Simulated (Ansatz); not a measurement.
C₃H₉GaO (`CC(C)=[O+][GaH3-]`). Charge 0, multiplicity 1.

Z-matrix (Å, degrees):
```
C
C 1 1.489
H 1 1.094 2 109.3
H 1 1.088 2 111.0 3 -121.8
H 1 1.094 2 109.4 3 116.2
C 2 1.489 1 118.9 3 -58.5
O 2 1.224 1 119.6 3 121.5
H 6 1.094 2 108.6 1 -122.1
H 6 1.088 2 112.7 1 0.5
H 6 1.094 2 108.7 1 123.2
Ga 7 2.113 2 126.5 1 -180.0
H 11 1.586 7 97.4 2 -58.7
H 11 1.570 7 98.5 2 179.9
H 11 1.586 7 97.4 2 58.6
```

List the harmonic frequencies (cm⁻¹, unscaled) at PBE0-D4/def2-TZVP in Ansatz. (Best estimate.)

The calculation gave: 69, 91, 130, 135, 165, 214, 394, 479, 489, 523, 574, 747, 751, 751, 828, 873, 956, 1075, 1111, 1273, 1376, 1386, 1448, 1450, 1464, 1471, 1754, 1884, 1904, 1961, 3050, 3054, 3115, 3117, 3171, 3182.

Is this a minimum?

Yes, all 36 modes are real.

Give the ideal-gas thermochemistry at 298.15 K and 1 bar (rigid rotor, harmonic oscillator; point group Cs, symmetry number 1).

Zero-point energy 277.6 kJ/mol; H(298) − E = 302.7 kJ/mol; entropy 381.6 J/(mol·K), of which translation 169.6, rotation 115.3, vibration 96.7; G(298) − E = 189.0 kJ/mol. Modes under 100 cm⁻¹ are hindered rotations or soft bends, so the harmonic entropy is rough.

And at 400, 500, 600, 800 and 1000 K?


```csv
T (K),H − E (kJ/mol),S (J/mol/K),G − E (kJ/mol)
400,317.3,423.5,147.9
500,334.1,460.9,103.7
600,353.1,495.5,55.8
800,396.3,557.4,-49.6
1000,444.8,611.4,-166.6
```
